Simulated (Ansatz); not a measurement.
Start from `BOCO[SiH3]` and change one atom or group to get `[SiH3]OCI`.

Ansatz, PBE0-D4/def2-TZVP geometries, multiplicity 1. Each molecule was computed in one conformer, which needn't be the lowest.

Elements past krypton have def2 core potentials.

```tsv
property	`BOCO[SiH3]`
LUMO energy (B3LYP/def2-TZVPP) / eV	-0.85
HOMO energy (ωB97M-V/def2-TZVPP) / eV	-11.00
LUMO energy (PBE/def2-TZVPP) / eV	-1.61
HOMO energy (PBE0/def2-TZVPP) / eV	-8.66
HOMO–LUMO gap (PBE0/def2-TZVPP) / eV	8.07
HOMO–LUMO gap (B3LYP/def2-TZVPP) / eV	7.60
```

(1) What does the change do to each property? (Best estimate.)

Results:

(1) The calculation gave: 
```tsv
property	`[SiH3]OCI`	shift
LUMO energy (B3LYP/def2-TZVPP) / eV	-1.26	-0.41
HOMO energy (ωB97M-V/def2-TZVPP) / eV	-9.52	1.48
LUMO energy (PBE/def2-TZVPP) / eV	-1.90	-0.29
HOMO energy (PBE0/def2-TZVPP) / eV	-7.33	1.33
HOMO–LUMO gap (PBE0/def2-TZVPP) / eV	6.33	-1.74
HOMO–LUMO gap (B3LYP/def2-TZVPP) / eV	5.83	-1.77
```

With PBE0 the HOMO rises by 1.33 eV and the LUMO falls by 0.42 eV, so the gap narrows by about 1.75 eV. PBE moves the HOMO by 1.03 eV and ωB97M-V by 1.48 eV.

B3LYP here is the variant with VWN-RPA as its local correlation; programs differ in this.

Spin–orbit coupling is left out; it splits and shifts lone-pair levels of the heavy atoms by tenths of an eV.
